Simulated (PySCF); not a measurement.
**Shapes and spin states of Mo(OH)₃**

Level of theory: PySCF, PBE0, basis Mo def2-TZVP with ECP28, O def2-TZVP, H def2-TZVP (scalar-relativistic core potentials, no spin–orbit coupling, density fitting).

Relaxations began from a few typed shapes and spin states; open shells are unrestricted. The search is not exhaustive: other isomers or separated fragments can lie lower, and high-lying points may rest on an excited occupation.

(1) Which is the lowest minimum found?
A. broken-symmetry Ms = 1/2 (⟨S²⟩ 1.75) C3v: Mo–O 1.889 Å (×3), O–H 0.962 Å (×3); H–O–Mo 123.1° (×3), O–Mo–O 120.0° (×3)
B. quartet Cs: Mo–O 1.894 Å (×3), O–H 0.962 Å (×3); H–O–Mo 120.7°, H–O–Mo 121.5° (×2), O–Mo–O 119.9° (×2), O–Mo–O 120.2°
C. broken-symmetry Ms = 1/2 (⟨S²⟩ 1.62) C1: Mo–O 1.875 Å, Mo–O 1.878 Å, Mo–O 1.884 Å, O–H 0.962 Å (×3); H–O–Mo 121.6°, H–O–Mo 123.7°, H–O–Mo 125.0°, O–Mo–O 117.8°, O–Mo–O 120.0°
D. broken-symmetry Ms = 1/2 (⟨S²⟩ 1.76) C3h: Mo–O 1.892 Å (×3), O–H 0.956 Å (×3); H–O–Mo 133.5° (×3), O–Mo–O 120.0° (×3)
E. quartet C3v: Mo–O 1.893 Å (×3), O–H 0.962 Å (×3); H–O–Mo 122.4° (×3), O–Mo–O 119.9° (×3)
F. quartet C3h: Mo–O 1.895 Å (×3), O–H 0.956 Å (×3); H–O–Mo 133.1° (×3), O–Mo–O 120.0° (×3)

## Answers

(1) E. The others lie at 0.2 (quartet Cs), 63.8 (broken-symmetry Ms = 1/2 C1), 66.6 (quartet C3h, a saddle point), 72.8 (broken-symmetry Ms = 1/2 C3v), 134.4 (broken-symmetry Ms = 1/2 C3h, a saddle point) kJ/mol above it.

For the lowest minimum: with open d or f shells other occupations or spin states may lie lower.
